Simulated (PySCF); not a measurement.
Gas-phase basicity (−ΔG): calculation against experiment

These are calculated values, ωB97X-D3(BJ)/def2-TZVP in PySCF (grid level 2) at geometries from PBE0-D3(BJ)/def2-SVP. Zero-point and thermal terms (298.15 K, 1 bar) come from unscaled PBE0-D3(BJ)/def2-SVP harmonic frequencies, with soft modes damped to free rotors in the entropy.

| molecule | computed / kJ/mol | measured / kJ/mol | difference |
| --- | --- | --- | --- |
| 1-propanol, `CCCO` (C3H8O) | 761 | 756 | 5 |
| `CCCC#N` (C4H7N) | 781 | 768 | 14 |
| `C1CP1` (C2H5P) | 799 | 768 | 31 |
| `N#Cc1cccnc1` (C6H4N2) | 854 | 845 | 9 |
| `CN(C)C(C)(C)C` (C6H15N) | 957 | 949 | 8 |

Measured values: NIST Chemistry WebBook, evaluated or the median of agreeing entries. Evaluated proton affinities, basicities and acidities carry uncertainties of about 8 kJ/mol, some more. Mean signed difference 13.2 kJ/mol, mean absolute 13.2 kJ/mol, over these rows.

`C1CP1` (C2H5P): the gap is larger than usual, and may come from another state, site, conformer or species, from the functional or basis, or from an outlying measurement.

Question: What do calculation and experiment give for 1,3,5-triazine, `c1ncncn1` (C3H3N3)?

Answer: Computed 825 kJ/mol, measured 820 kJ/mol.

Differences come from unrounded values, so a last digit can differ from that of the printed terms.
